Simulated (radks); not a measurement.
Values are calculated unless marked as measured or tabulated.
Effect of the nuclear size on the rubidium ion Rb+, [Kr]. Level of theory: Dirac Kohn-Sham, LDA (Slater exchange, Perdew-Wang correlation), spin-unpolarised, spherical densities, finite nucleus; Fermi nuclear charge, rms radius 4.2036 fm (a radial shooting solver on a logarithmic mesh with Libxc functionals). The rms radius is varied about that value; shifts are against it.

rms radius (fm)  total energy shift (eV)  density at nucleus (e/bohr^3)  1s1/2 shift (meV)  2s1/2 shift (meV)  3p1/2 shift (meV)  4s1/2 shift (meV)
3.5941                            -0.194                      5.541e+04              -82.1              -8.40              0.124             -0.170
3.8673                            -0.110                      5.507e+04              -46.8              -4.78              0.071             -0.097
4.2036                                 0                      5.468e+04              0.000              0.000              0.000              0.000
4.4894                             0.100                      5.438e+04               42.6               4.35             -0.064              0.088
5.0527                             0.316                      5.384e+04                134               13.7             -0.203              0.278

Slopes of the eigenvalues against <r^2> in GHz/fm^2, as finite differences over the two radii next to the reference (eigenvalue slopes, not the field-shift constants of lines): 1s1/2 4150, 2s1/2 425, 3p1/2 -6.29, 4s1/2 8.62.
